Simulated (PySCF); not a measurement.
## Spin–spin coupling constants

Bonds (- single, = double, # triple, : aromatic): O1=B2 1.199 Å, B2-B3 1.652 Å, B3=O4 1.199 Å.

Indirect spin–spin couplings were computed at B3LYP/pcJ-1 (PySCF 2.14) on a PBE0-D3(BJ)/def2-SVP structure, for the isolated molecule, without vibrational or relativistic corrections. Couplings are averaged over pairs made equivalent by symmetry, fast rotation or ring inversion, so a value needn't be that of the named pair in this geometry, while other rotamers aren't included; one pair stands for each set, and the list holds those of at least 1.5 Hz over up to four bonds.

Isotopes: 11B, 17O. Couplings to quadrupolar nuclei such as 17O and 33S are rarely resolved in practice.

```json
{"pair": "O1, B2", "bonds": "1", "J (Hz)": "?"}
{"pair": "B2, B3", "bonds": "1", "J (Hz)": "221.3"}
{"pair": "O1, B3", "bonds": "2", "J (Hz)": "-3.9"}
{"pair": "O1, O4", "bonds": "3", "J (Hz)": "?"}
```

Estimate the withheld couplings, with signs.

Results:


- 1J(O1,B2) = -26.5 Hz (bond length 1.199 Å)
- 3J(O1,O4) = 5.8 Hz
